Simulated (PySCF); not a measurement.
All values below come from B3LYP-D3(BJ)/def2-TZVP // PBE0-D4/def2-SVP (PySCF). Isolated molecules, 0 K electronic values unless said otherwise. One relaxed conformer stands for a flexible species; it need not be the lowest. B3LYP has the VWN-RPA correlation part, as in Gaussian. Excitations are Tamm–Dancoff values on a coarser integration grid. The basis has no diffuse functions, so Rydberg states are missing or too high.

Reference species (SMILES): `CC[Si](CC)(CC)CC` (neutral, multiplicity 1).

| Item | Value |
|---|---|
| HOMO | -7.46 eV |
| T1 excitation (TDA) | 7.05 eV |
| S1 excitation (TDA) | 7.20 eV |

Changed species: `CC[Si](S)(CC)CC` (1 of 4 C2H5 replaced by SH; the reference has 0 of 4 C2H5 replaced by SH).

Problem. Give the shifts of the HOMO, T1 excitation (TDA) and S1 excitation (TDA).

Solution. the HOMO rises by 0.70 eV, to -6.76 eV; the T1 excitation (TDA) falls by 1.66 eV, to 5.39 eV; the S1 excitation (TDA) decreases by 1.34 eV, to 5.86 eV.
